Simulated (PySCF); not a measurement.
C5H4F2, SMILES FC1(F)C=CC=C1. Heavy atoms are numbered as in [F:1][C:2]1([F:3])[CH:4]=[CH:5][CH:6]=[CH:7]1. Hydrogens are named by the atom that carries them.

The structure is a stationary point at PBE0-D3(BJ)/def2-SVP. The values are those of a single conformer.

The numbers are results of KT2/pcSseg-1 (PySCF), not measurements.

GIAO shieldings, no solvent; atoms alike by connectivity are averaged. δ = σ(ref) − σ: ¹⁹F against CFCl3 (σ = 127.1 ppm); ¹³C against TMS (σ = 185.1 ppm); ¹H against TMS (σ = 31.47 ppm), references at their B3LYP-D3(BJ)/def2-TZVP geometries, non-relativistic.

Question: Estimate the chemical shifts. (Estimate from the structure and the level; the computed values follow.)

Answer: 
```csv
nucleus,atoms,count,δ (ppm)
¹⁹F,F1,2,-201.3
¹³C,C5 (CH),2,133.0
¹³C,C4 (CH),2,131.7
¹³C,C2,1,131.2
¹H,H on C5,2,6.34
¹H,H on C4,2,6.32
```
